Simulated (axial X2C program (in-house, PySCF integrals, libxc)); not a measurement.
Results of a calculation; reference values are marked as such.
## CuB: input and output

Program: an in-house relativistic program for diatomic molecules.

The run was started with this input:
```json
{
 "zs": [
  29,
  5
 ],
 "q": 0,
 "bas": [
  "dyall-cv3z",
  "dyall-v3z"
 ],
 "levels": [
  "PBE0",
  "HF",
  "LDA"
 ],
 "cc": true,
 "r0": 1.97,
 "thr": -2.0,
 "nmax": 90,
 "npts": 10,
 "nst": 2,
 "ntry": 6
}
```
```bash
python so2c.py task.json out
```

Keys: zs atomic numbers; q charge; bas basis sets; levels methods; cc coupled cluster on or off; r0 starting distance in Å; thr threshold in hartree for freezing inner shells (an s shell follows its p shell); nmax most natural virtual spinors; npts points on the curve; nst determinants followed; ntry starts of the search. HF also brings MP2.

Output of the HF step, with spin–orbit coupling, at R = 1.916 Å for the state Ω = 0. It starts from PBE0 orbitals of this distance.

```
two-component X2C + atomic mean field  HF
basis functions 147  fitting functions 850  grid points 5077
iter        total energy     max residual
   1      -1677.209277528     1.24e-01
   2      -1677.238578687     3.61e-02
   3      -1677.232195293     5.54e-02
   4      -1677.250007639     3.86e-03
   5      -1677.250744755     2.76e-03
   6      -1677.251052916     7.09e-04
   7      -1677.251086210     2.89e-04
   8      -1677.251089542     5.22e-05
   9      -1677.251089845     1.86e-05
  10      -1677.251089868     6.27e-06
  11      -1677.251089873     5.70e-06
  12      -1677.251089877     5.25e-06
  13      -1677.251089883     4.49e-06
  14      -1677.251089894     2.85e-06
  15      -1677.251089900     9.81e-07
  16      -1677.251089901     2.07e-07
converged
one-electron -2417.92565753  Coulomb 771.41408345  exact exchange -70.27739940  xc functional 0.00000000  nuclear repulsion 40.04733590  atomic mean-field constant -0.50945232
correlated 14  virtual 226  natural virtual 90  E(MP2) -0.647134118  MP2 remainder -0.054717128
iter   CCSD correlation   residual
   1     -0.480848863   3.35e-01
   2     -0.524030537   2.58e-01
   3     -0.534097217   7.36e-02
   4     -0.535446328   4.26e-02
   5     -0.535831054   1.82e-02
   6     -0.536616333   1.07e-02
   7     -0.536693414   4.80e-03
   8     -0.536562753   2.16e-03
   9     -0.536719900   1.05e-03
  10     -0.536679758   4.86e-04
  11     -0.536681734   2.39e-04
  12     -0.536692421   1.13e-04
  13     -0.536688203   6.04e-05
  14     -0.536687385   3.02e-05
  15     -0.536687762   1.64e-05
  16     -0.536687308   1.02e-05
  17     -0.536687075   5.63e-06
  18     -0.536687195   3.28e-06
  19     -0.536687113   2.10e-06
  20     -0.536687118   1.22e-06
(T) -0.031600325  T1 0.0675  D1 0.1317  max T2 0.141
```
Energies are in hartree; totals compare only within one Hamiltonian and basis. T1 is large, a sign of multireference character or of a spin-contaminated reference. T1 in the output is the amplitude norm over the root of the electron number; divide by √2 for the Lee–Taylor value.
